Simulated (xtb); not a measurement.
C2H4NO, SMILES CC([NH])=O (connectivity only; charge and spin as stated), charge -1, multiplicity 1. All values are semi-empirical tight-binding results from xtb (GFN2-xTB unless named), good for trends rather than for accurate numbers. The structure is a stationary point at GFN2-xTB. The spin state was assumed, not searched. The isomer is the one that the SMILES or the coordinates give; other isomers of the formula were not compared. Other conformers were not sampled.

Task: Estimate the properties. (Estimate from the structure and the level; the computed values follow.)

Result: 
The point group as xtb finds it comes out as Cs and the orbital gap is 5.15 eV. The zero-point energy is 37.2 kcal/mol, the G − E(el) at 298.15 K (modified RRHO) is 20.3 kcal/mol and the static polarisability (D4 model) comes out as 41.2 bohr³. The solvation energy, GFN2-xTB/ALPB(water) is -68.1 kcal/mol and the solvation energy, GFN2-xTB/ALPB(acetonitrile) comes out as -59.5 kcal/mol.

Computed IR lines (harmonic; lines under 4 % of the strongest left out, lines within 3 cm⁻¹ merged):
ν (cm⁻¹): 549 (w), 797 (w), 852 (w), 1236 (w), 1361 (m), 1716 (vs), 2966 (m), 2978 (w), 3013 (w), 3217 (m) (against the strongest line: vs over 80 %, s over 45 %, m over 15 %, w over 4 %, vw less)
